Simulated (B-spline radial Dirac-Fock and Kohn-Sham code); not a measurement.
Photoionisation of argon ions at Ag Lα (2984.4 eV)

Level of theory: Dirac-Hartree-Slater photoionisation with all multipoles and Dirac-Fock thresholds; a radial atomic solver. Cross sections in kb; a dash marks an empty subshell or a threshold above the photon energy.

```
  ion  configuration  total    2s  2p1/2  2p3/2     3s   3p3/2
   Ar   [Ne] 3s2 3p6  11.45  5.88   1.55   2.99  0.650   0.255
 Ar⁵⁺   [Ne] 3s2 3p1  11.57  5.96   1.57   3.04  0.894  0.0705
Ar¹¹⁺   [He] 2s2 2p3  9.723  6.89  0.965   1.87      –       –
Ar¹⁴⁺       [He] 2s2  8.077  8.08      –      –      –       –
```

Values without a named source are computed, but for edge energies of neutral atoms, which are taken from tables.
